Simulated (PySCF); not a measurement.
Nonlinear optical response: SMILES [C-]#[N+]B1C=CC=CN1C=C, C7H7BN2

Geometry:
```
atom   x (Å)   y (Å)   z (Å)
  C1  -0.006   3.787  -0.114
  N2   0.257   2.640  -0.074
  B3   0.627   1.235  -0.023
  C4   2.051   0.744   0.038
  C5   2.265  -0.610   0.089
  C6   1.178  -1.526   0.071
  C7  -0.112  -1.083   0.018
  N8  -0.433   0.247  -0.015
  C9  -1.791   0.641  -0.014
 C10  -2.832  -0.088   0.390
 H11   2.906   1.425   0.046
 H12   3.280  -1.017   0.134
 H13   1.360  -2.602   0.081
 H14  -0.947  -1.783  -0.030
 H15  -1.936   1.661  -0.375
 H16  -2.741  -1.093   0.808
 H17  -3.834   0.336   0.319
```

The calculation used quadratic response CAM-B3LYP/aug-cc-pVDZ first hyperpolarisability, Taylor convention, gas phase in PySCF. Geometry: PBE0-D3(BJ)/def2-SVP.

What is the first hyperpolarisability, and how does it disperse?

In au, Taylor convention; the vector part is βᵢ = ⅓ Σⱼ (βᵢⱼⱼ + βⱼᵢⱼ + βⱼⱼᵢ); β∥ is 3/5 of the vector part along the dipole, the dipole points from − to +:
```csv
process,λ (nm),β vector norm,β∥,β HRS,depolarisation ratio
"static β(0;0,0)",∞,247.2,147.6,106.2,4.46
"second harmonic β(−2ω;ω,ω)",1907,266.9,159.6,116.0,4.23
"Pockels β(−ω;ω,0)",1907,253.5,151.4,–,–
"second harmonic β(−2ω;ω,ω)",1064,323.0,193.6,145.0,3.65
"Pockels β(−ω;ω,0)",1064,268.4,160.6,–,–
```

Which lowest excitations, dipole and polarisabilities go with it?

S1 4.48 eV (f = 0.247); S2 5.42 eV (f = 0.045); S3 5.79 eV (f = 0.431); dipole 4.43 D; isotropic α 114.7 au static, 115.3 au at 1907 nm, 116.7 au at 1064 nm, 117.2 au at 953.5 nm, 124.0 au at 532 nm.
